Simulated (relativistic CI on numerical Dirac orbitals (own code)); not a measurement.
Method of calculation: Dirac-Coulomb-Breit CI, separate exchange-only KLI orbitals for each configuration, a model potential for QED, unscaled Slater integrals (own radial code, finite nucleus).

CI space (outside the closed core 1s2): 2s, 2p, 3s, 3p, 3d, 4s, 4p, 4d, 4f, 5s, 5p, 5d, 5f, 5g, 6s, 6p, 6d. Levels of other configurations are missing.

At this charge energies of transitions that change n are usually good to better than 1 %, and those within a shell (Δn = 0) to a few per cent.

Outline of the computed level scheme of Ba LIV. Lowest level of each configuration: 2s 2S_1/2 at 0.00 eV; 2p 2P°_1/2 at 126.32 eV; 3s 2S_1/2 at 5973.66 eV; 3p 2P°_1/2 at 6008.40 eV; 3d 2D_3/2 at 6148.79 eV; 4s 2S_1/2 at 8031.95 eV; 4p 2P°_1/2 at 8046.15 eV; 4d 2D_3/2 at 8105.15 eV; 4f 2F°_5/2 at 8121.93 eV.

Some strong electric-dipole decays among the lowest 15 levels: 3d 2D_5/2 → 2p 2P°_3/2 (5.5e+14 s⁻¹); 3d 2D_3/2 → 2p 2P°_1/2 (4.9e+14 s⁻¹); 3p 2P°_1/2 → 2s 2S_1/2 (2.1e+14 s⁻¹); 4d 2D_5/2 → 2p 2P°_3/2 (1.8e+14 s⁻¹); 3p 2P°_3/2 → 2s 2S_1/2 (1.8e+14 s⁻¹); 4d 2D_3/2 → 2p 2P°_1/2 (1.7e+14 s⁻¹); 4f 2F°_7/2 → 3d 2D_5/2 (1.2e+14 s⁻¹); 4f 2F°_5/2 → 3d 2D_3/2 (1.1e+14 s⁻¹).
